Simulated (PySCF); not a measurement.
Sb, charge -1, triplet (core potentials on Sb) (in this run its highest filled SCF level lies above zero, so its values depend strongly on the basis, on diffuse functions most of all); B3LYP/def2-SVP (PySCF).

Input for PySCF:
```python
from pyscf import gto, scf, dft

mol = gto.Mole()
mol.atom = '''
    Sb    0.00000000    0.00000000    0.00000000
'''
mol.basis = 'def2-svp'
mol.ecp = {'Sb': 'def2-svp'}
mol.charge = -1
mol.spin = 2
mol.verbose = 4
mol.build()

mf = dft.UKS(mol)
mf.xc = 'b3lyp'
mf.grids.atom_grid = (99, 590)
mf.grids.prune = None
mf.kernel()
```

Output, abridged:

```
PySCF version 2.14.0

[INPUT] verbose = 4
[INPUT] num. atoms = 1
[INPUT] num. electrons = 24
[INPUT] charge = -1
[INPUT] spin (= nelec alpha-beta = 2S) = 2
[INPUT] symmetry False subgroup None
[INPUT] Mole.unit = angstrom
[INPUT] Symbol           X                Y                Z      unit          X                Y                Z       unit  Magmom
[INPUT]  1 Sb     0.000000000000   0.000000000000   0.000000000000 AA    0.000000000000   0.000000000000   0.000000000000 Bohr   0.0

nuclear repulsion = 0
number of shells = 10
number of NR pGTOs = 61
number of NR cGTOs = 26
basis = def2-svp
ecp = {'Sb': 'def2-svp'}

******** <class 'pyscf.dft.uks.UKS'> ********
method = UKS
initial guess = minao
damping factor = 0
level_shift factor = 0
DIIS = <class 'pyscf.scf.diis.CDIIS'>
diis_start_cycle = 1
diis_space = 8
diis_damp = 0
SCF conv_tol = 1e-09
SCF conv_tol_grad = None
SCF max_cycles = 50
direct_scf = True
direct_scf_tol = 1e-13
number electrons alpha = 13  beta = 11
XC library pyscf.dft.libxc version 7.1.2
    S. Lehtola, C. Steigemann, M. J. T. Oliveira, and M. A. L. Marques,  SoftwareX 7, 1–5 (2018)
XC functionals = b3lyp
    P. J. Stephens, F. J. Devlin, C. F. Chabalowski, and M. J. Frisch,  J. Phys. Chem. 98, 11623 (1994)
radial grids:
    Treutler-Ahlrichs [JCP 102, 346 (1995); DOI:10.1063/1.469408] (M4) radial grids

becke partition: Becke, JCP 88, 2547 (1988); DOI:10.1063/1.454033
pruning grids: None
grids dens level: 3
symmetrized grids: False
atomic radii adjust function: <function treutler_atomic_radii_adjust>
User specified grid scheme (99, 590)
small_rho_cutoff = 0
Set gradient conv threshold to 3.16228e-05
tot grids = 58416
init E= -215.203019711759

cycle= 1 E= -239.35767433443  delta_E= -24.2  |g|= 1.48  |ddm|= 6.78
cycle= 2 E= -239.746876053028  delta_E= -0.389  |g|= 1.22  |ddm|= 4.59
cycle= 3 E= -240.305578199516  delta_E= -0.559  |g|= 0.0475  |ddm|= 1.86
cycle= 4 E= -240.306619522326  delta_E= -0.00104  |g|= 0.00169  |ddm|= 0.0925
cycle= 5 E= -240.306623119848  delta_E= -3.6e-06  |g|= 0.000694  |ddm|= 0.00989
cycle= 6 E= -240.306623578438  delta_E= -4.59e-07  |g|= 9.22e-05  |ddm|= 0.00227
cycle= 7 E= -240.306623588079  delta_E= -9.64e-09  |g|= 3.43e-06  |ddm|= 0.000409
cycle= 8 E= -240.306623588105  delta_E= -2.63e-11  |g|= 3.88e-07  |ddm|= 1.9e-05
Extra cycle  E= -240.306623588105  delta_E= -1.42e-13  |g|= 2.65e-07  |ddm|= 1.74e-06
converged SCF energy = -240.306623588105  <S^2> = 2.0015658  2S+1 = 3.0010437
```
